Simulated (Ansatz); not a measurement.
`[F][SnH][Br]` radical, 4 atoms. The species carries charge 0 and has multiplicity 2. Correlated methods include outer-core shells of Br, Sn, which these sets cover unevenly. Scalar relativity is left out up to krypton. Sn takes the def2 core potential. All runs use 4 threads of an Intel Xeon Platinum 8259CL on a shared host. Correlated methods freeze the cores. Open-shell runs search over several starts.

Q: Give the basis size and wall time and peak host memory of each of these runs in Ansatz. UKS PBE0-D4/def2-TZVP relaxation (4 steps); UHF-MP2/def2-QZVPP energy; UHF-CCSD(T)/def2-SVP energy; UKS ωB97M-V/def2-SVP energy; direct RPA on PBE orbitals/def2-TZVPP energy; UKS PBE0-D4/def2-TZVP frequencies; UKS PBE0-D4/def2-SVP energy; UKS PBE-D4/def2-TZVPP energy and forces; UKS ωB97M-V/def2-QZVPP energy; UKS B97M-V/def2-TZVPP energy; UHF-CCSD(T)/def2-TZVPP energy; UKS PBE0-D4/def2-QZVPP energy. (Best estimate.)

A: Computed: Other jobs shared the machine, so times are rough.

```csv
level,job,functions,wall time,peak host memory (GiB)
UKS PBE0-D4/def2-SVP,energy,77,1.4 s,0.32
UKS PBE-D4/def2-TZVPP,energy and forces,143,1.8 s,0.21
direct RPA on PBE orbitals/def2-TZVPP,energy,143,3.6 s,0.43
UKS ωB97M-V/def2-SVP,energy,77,4.6 s,0.39
UKS B97M-V/def2-TZVPP,energy,143,4.9 s,0.35
UHF-CCSD(T)/def2-SVP,energy,77,6 s,0.49
UKS PBE0-D4/def2-QZVPP,energy,258,6 s,0.9
UHF-MP2/def2-QZVPP,energy,258,9 s,0.95
UKS ωB97M-V/def2-QZVPP,energy,258,14 s,1.2
UKS PBE0-D4/def2-TZVP,relaxation (4 steps),135,14 s,0.49
UKS PBE0-D4/def2-TZVP,frequencies,135,48 s,0.49
UHF-CCSD(T)/def2-TZVPP,energy,143,73 s,2.6
```
